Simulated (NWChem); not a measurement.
HSe2I; SMILES [SeH][Se]I

```xyz
4

Se     1.0215    -0.4747     0.0080
I     -0.2750     1.7320     0.0073
Se    -0.5688    -2.1351     0.0324
H     -0.7517    -2.2348    -1.4303
```
Atoms are numbered in this order, from 1.

Level: PBE0/def2-SVP with def2 effective core potentials on I (NWChem), optimised geometry, unscaled harmonic frequencies. This build's default masses of Se (78.918 u) and Br (79.917 u) are each other's, which moves their modes by up to 0.6 %. def2 effective core potentials on I; no spin-orbit coupling.

```
frequency (cm⁻¹)  IR intensity (km/mol)
----------------  ---------------------
89                                  0.4
231                                10.6
297                                 7.5
320                                 9.2
748                                 5.3
2412                               11.0
```

| Quantity | Result |
|---|---|
| zero-point energy | 5.9 kcal/mol |
| thermal correction to the enthalpy at 298.15 K (with zero-point energy) | 9.6 kcal/mol |
| heat capacity Cv | 13.8 cal/(mol K) |
| entropy at 298.15 K and 1 atm (symmetry number 1) | 81.0 cal/(mol K) |

Rigid rotor and harmonic oscillator; modes under 100 cm⁻¹ make the entropy uncertain.
